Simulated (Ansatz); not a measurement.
Cost and result for the atomization energy of C₂H₈GaN (`[CH3][Ga]([CH3])[NH2]`) (12 atoms, 11 bonds).

Cartesian coordinates in Å:
```
C 1.476 -0.305 -1.170
Ga -0.096 -0.098 -0.007
C -0.422 1.380 1.248
N -1.371 -1.399 -0.101
H 1.421 -1.218 -1.766
H 1.564 0.545 -1.852
H 2.393 -0.337 -0.576
H -0.429 2.338 0.722
H -1.375 1.268 1.767
H 0.373 1.431 1.997
H -1.317 -2.202 -0.704
H -2.218 -1.403 0.442
```

Total charge 0; spin multiplicity 1. Correlated methods include outer-core shells of Ga, which these sets cover unevenly. Scalar relativity is left out up to krypton. The structure was optimised at the PBE0-D4/def2-TZVP level. It is one conformer, not always the lowest. Program: Ansatz. All runs use 4 threads of a server CPU on a shared host. Times are those of one run each, without the atoms' runs, and a repeat can differ threefold. Electronic energies, without spin–orbit coupling; frozen cores. CCSD(T)/CBS adds CCSD(T) − MP2 in def2-TZVPP to the MP2 limit, and its time is that of the two runs behind it. T1 = 0.012. With those shells the extrapolation isn't a true limit.

CCSD(T)/CBS is a level of theory with its own doubt, some kJ/mol a heavy atom from the limit and from the frozen cores, so smaller differences don't rank the functionals.

```json
{"level": "LDA (SPW92)/def2-TZVPP", "functions": "253", "wall time": "1.9 s"}
{"level": "BLYP-D4/def2-TZVPP", "functions": "253", "wall time": "2.1 s"}
{"level": "revPBE-D4/def2-TZVPP", "functions": "253", "wall time": "2.2 s"}
{"level": "PBE-D4/def2-TZVPP (with forces)", "functions": "253", "wall time": "2.6 s"}
{"level": "PBE0-D4/def2-TZVPP", "functions": "253", "wall time": "3.1 s"}
{"level": "CAM-B3LYP-D4/def2-TZVPP", "functions": "253", "wall time": "3.9 s"}
{"level": "B2PLYP/def2-TZVPP", "functions": "253", "wall time": "6 s"}
{"level": "PBE-QIDH/def2-TZVPP", "functions": "253", "wall time": "6 s"}
{"level": "CCSD(T)/def2-SVP", "functions": "114", "wall time": "8.5 s"}
{"level": "ωB97M-V/def2-TZVPP (with forces)", "functions": "253", "wall time": "13 s"}
{"level": "MP2/def2-QZVPP", "functions": "500", "wall time": "38 s"}
{"level": "CCSD(T)/def2-TZVPP", "functions": "253", "wall time": "3.8 min"}
{"level": "CCSD(T)/CBS(def2)", "functions": "–", "wall time": "4.4 min"}
```

Task: What atomization energy does each give, and how far from CCSD(T)/CBS? (Estimate.)

Result: Ansatz gave: 
| level | atomization (kcal/mol) | difference from CCSD(T)/CBS | per bond |
| --- | --- | --- | --- |
| LDA (SPW92)/def2-TZVPP | 1130.7 | 126.0 | 11.5 |
| BLYP-D4/def2-TZVPP | 994.4 | -10.3 | -0.9 |
| revPBE-D4/def2-TZVPP | 989.5 | -15.2 | -1.4 |
| PBE-D4/def2-TZVPP (with forces) | 1012.0 | 7.3 | 0.7 |
| PBE0-D4/def2-TZVPP | 999.9 | -4.8 | -0.4 |
| CAM-B3LYP-D4/def2-TZVPP | 1005.4 | 0.7 | 0.1 |
| B2PLYP/def2-TZVPP | 991.3 | -13.4 | -1.2 |
| PBE-QIDH/def2-TZVPP | 995.9 | -8.8 | -0.8 |
| CCSD(T)/def2-SVP | 948.1 | -56.6 | -5.1 |
| ωB97M-V/def2-TZVPP (with forces) | 1001.7 | -3.0 | -0.3 |
| MP2/def2-QZVPP | 1002.2 | -2.5 | -0.2 |
| CCSD(T)/def2-TZVPP | 981.7 | -23.0 | -2.1 |
| CCSD(T)/CBS(def2) | 1004.7 | 0.0 | 0.0 |

The D4 term adds +7.7 kcal/mol with B3LYP and +4.1 kcal/mol with PBE0; it sums over pairs of atoms, weighted by their polarisabilities, and B3LYP, whose exchange is more repulsive, gets the larger term. From BLYP to BHLYP (50 % exact exchange), in def2-TZVPP and without D4, the atomization energy moves by −13.0 kcal/mol: exact exchange takes away binding that semilocal exchange gives to molecules. Leaving LDA and LC-ωPBE aside and taking each functional with its dispersion term where it has one, the values, not all of them listed here, spread over 34.8 kcal/mol, from BHLYP-D4 to PBE-D4. LDA lies +123.4 kcal/mol from PBE without D4, its usual overbinding.

B3LYP here is the variant with VWN-RPA as its local correlation; programs differ in this.
